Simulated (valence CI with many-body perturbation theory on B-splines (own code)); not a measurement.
Which ion has this spectrum?

A relativistic CI+MBPT calculation for an atom or ion with 15 electrons gives these levels (eV):

```tsv
J	Parity	E	g
3/2	odd	0.00	1.41
3/2	odd	64.64	1.43
5/2	odd	72.60	1.19
1/2	odd	82.41	0.66
3/2	even	147.79	0.79
3/2	odd	148.10	1.28
5/2	even	161.15	1.42
5/2	even	178.79	1.26
1/2	even	187.94	2.22
3/2	even	189.19	1.16
5/2	even	212.32	0.96
3/2	even	212.97	0.94
1/2	even	213.68	0.23
7/2	even	219.82	1.08
```

The energies are calculated, and their last digits are not significant.

Which is it?
A. Te37+
B. I38+
C. Ba41+
D. Xe39+

B. I38+, ground level (3s^2 3p1/2^2 3p3/2) J=3/2.
